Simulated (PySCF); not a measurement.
# Vertical excitation energies

Species: C3H8BN.
SMILES: `[BH3-][N+]#CCC`

The calculation used PySCF, TDDFT PBE0/def2-SVPD, vertical, gas phase, core orbitals frozen in the response. Geometry: PBE0-D3(BJ)/def2-SVP; no solvent, vibrations or thermal averaging.

List the vertical singlet excitations with oscillator strengths and describe the spectrum.

```
state  E (eV)  λ (nm)       f  |μ| (D)            main configurations (H = HOMO, L = LUMO)
   S1    5.62   220.5  0.0007     0.18                    H-1/H→L (≥71%), H-1/H→L+1 (≥20%)
   S2    5.80   213.8   0.012     0.72                    H-1/H→L (≥54%), H-1/H→L+1 (≥41%)
   S3    5.83   212.8  0.0072     0.57                    H-1/H→L+1 (≥77%), H-1/H→L (≥20%)
   S4    6.58   188.5   0.253     3.18  H-1/H→L+2 (≥33%), H-1/H→L (≥33%), H-1/H→L+1 (≥28%)
   S5    6.69   185.4  0.0064     0.50                                    H-1/H→L+2 (≥90%)
   S6    6.88   180.2   0.405     3.94   H-1/H→L+2 (≥59%), H-1/H→L+1 (≥26%), H-1/H→L (≥9%)
   S7    7.91   156.7  0.0014     0.22                                    H-1/H→L+3 (≥89%)
   S8    7.94   156.2   0.028     0.96                  H-1/H→L+4 (≥53%), H-1/H→L+3 (≥39%)
   S9    7.95   156.0   0.030     1.00                                    H-1/H→L+4 (≥82%)
  S10    8.01   154.9   0.075     1.57                  H-1/H→L+4 (≥46%), H-1/H→L+3 (≥45%)
```

Triplets (Tamm–Dancoff): T1 5.04 eV, H-1/H→L (≥48%), H-1/H→L+1 (≥33%); T2 5.31 eV, H-1/H→L (≥55%), H-1/H→L+1 (≥32%); T3 5.33 eV, H-1/H→L+1 (≥56%), H-1/H→L (≥32%); T4 5.65 eV, H-1/H→L+1 (≥63%), H-1/H→L (≥31%).

The lowest singlet comes at 220 nm (543 kJ/mol) in the ultraviolet; it is very weak; its leading configuration is HOMO-1/HOMO→LUMO (≥71%). The most intense listed level is S6 at 6.88 eV (180 nm, f = 0.405), 1.26 eV above S1. Löwdin shares by element: HOMO (one of a set within 0.03 eV) hydrogen 39% or more, boron 37%, nitrogen 10%; LUMO carbon 50%, nitrogen 25% (atoms not listed hold the other 26%). Weighted by f, the mean energy of these states is 6.94 eV. The oscillator strengths of these states sum to 0.818; summed over the whole spectrum of an exact calculation they would give the number of electrons, 38 (Thomas–Reiche–Kuhn). Orbital energies (eV): HOMO-3 -10.99, HOMO-2 -10.57, HOMO-1 -7.58, HOMO -7.58, LUMO -0.59, LUMO+1 -0.38, LUMO+2 0.11. The vertical ionisation energy (ΔSCF) is 9.86 eV, 1.85 eV above S10. Orbitals of the list HOMO-3 to LUMO+2 that lie within 0.01 eV of each other are written together with a slash and their weights summed (≥ marks a lower bound); for degenerate orbitals outside that list single weights are arbitrary. Singlets were solved by full linear response, triplets in the Tamm–Dancoff approximation.
